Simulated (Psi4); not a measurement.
Level of theory: SAPT0/jun-cc-pVDZ, frozen core (Psi4).

Psi4 input:

```
molecule {
0 1
N 0.54545353 0.00000000 -0.00000000
N -0.54545353 -0.00000000 0.00000000
--
0 1
N -1.42862692 -0.30844887 2.21929929
H -1.99134000 -1.15092285 2.18835585
H -2.05975456 0.47088081 2.36657060
H -0.83295585 -0.37315613 3.03682980
units angstrom
symmetry c1
no_reorient
no_com
}
set basis jun-cc-pvdz
set scf_type df
set freeze_core true
energy('sapt0')
```

Part of the output:

```
    SAPT Results
  --------------------------------------------------------------------------------------------------------
    Electrostatics                -15.92141983 [mEh]      -9.99084178 [kcal/mol]     -41.80168199 [kJ/mol]
      Elst10,r                    -15.92141983 [mEh]      -9.99084178 [kcal/mol]     -41.80168199 [kJ/mol]

    Exchange                       38.66164484 [mEh]      24.26054841 [kcal/mol]     101.50613454 [kJ/mol]
      Exch10                       38.66164484 [mEh]      24.26054841 [kcal/mol]     101.50613454 [kJ/mol]
      Exch10(S^2)                  37.64017794 [mEh]      23.61956825 [kcal/mol]      98.82427358 [kJ/mol]

    Induction                      -5.32681720 [mEh]      -3.34262826 [kcal/mol]     -13.98555663 [kJ/mol]
      Ind20,r                     -18.99665350 [mEh]     -11.92058004 [kcal/mol]     -49.87570689 [kJ/mol]
      Exch-Ind20,r                 16.95337497 [mEh]      10.63840341 [kcal/mol]      44.51107986 [kJ/mol]
      delta HF,r (2)               -3.28353867 [mEh]      -2.06045163 [kcal/mol]      -8.62092960 [kJ/mol]

    Dispersion                     -4.93571868 [mEh]      -3.09721023 [kcal/mol]     -12.95872762 [kJ/mol]
      Disp20                       -7.09901593 [mEh]      -4.45469975 [kcal/mol]     -18.63846376 [kJ/mol]
      Exch-Disp20                   2.16329725 [mEh]       1.35748952 [kcal/mol]       5.67973614 [kJ/mol]
      Disp20 (SS)                  -3.54950797 [mEh]      -2.22734988 [kcal/mol]      -9.31923188 [kJ/mol]
      Disp20 (OS)                  -3.54950797 [mEh]      -2.22734988 [kcal/mol]      -9.31923188 [kJ/mol]
      Exch-Disp20 (SS)              1.07847036 [mEh]       0.67675037 [kcal/mol]       2.83152355 [kJ/mol]
      Exch-Disp20 (OS)              1.08482689 [mEh]       0.68073915 [kcal/mol]       2.84821260 [kJ/mol]

  Total HF                         17.41340781 [mEh]      10.92707837 [kcal/mol]      45.71889591 [kJ/mol]
  Total SAPT0                      12.47768913 [mEh]       7.82986814 [kcal/mol]      32.76016830 [kJ/mol]
```
